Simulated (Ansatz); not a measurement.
Consider the redistribution: `OC(F)[SiH2]Br` + `C[SiH](N)Cl` → `C[SiH2]Br` + `N[Si@@H](Cl)[C@H](O)F`.

Program: Ansatz. Geometries: PBE0-D4/def2-TZVP. ΔE: electronic, gas phase. CCSD(T)/CBS is the MP2 limit (def2-TZVPP, def2-QZVPP) plus CCSD(T) − MP2 in def2-TZVPP, frozen cores. Functionals use def2-TZVPP. B3LYP here is the variant with VWN-RPA as its local correlation; programs differ in this. For Br outer-core shells are correlated without core-valence functions, which leaves a few kJ/mol of doubt a bond. Scalar relativity is left out up to krypton. One conformer a species, not always the lowest.

| level | ΔE (kJ/mol) |
| --- | --- |
| r2SCAN-D4 | -1.7 |
| PBE0-D4 | -1.4 |
| B3LYP-D4 | -1.6 |
| SCS-MP2/def2-TZVPP | -1.2 |

(1) What does CCSD(T)/CBS give? (Estimate.)

Largest T1 diagnostic among the species: 0.011.

## Answers

(1) The calculation gave: -1.5 kJ/mol. The listed levels differ from it by -0.2, 0.1, -0.1, 0.3 kJ/mol.
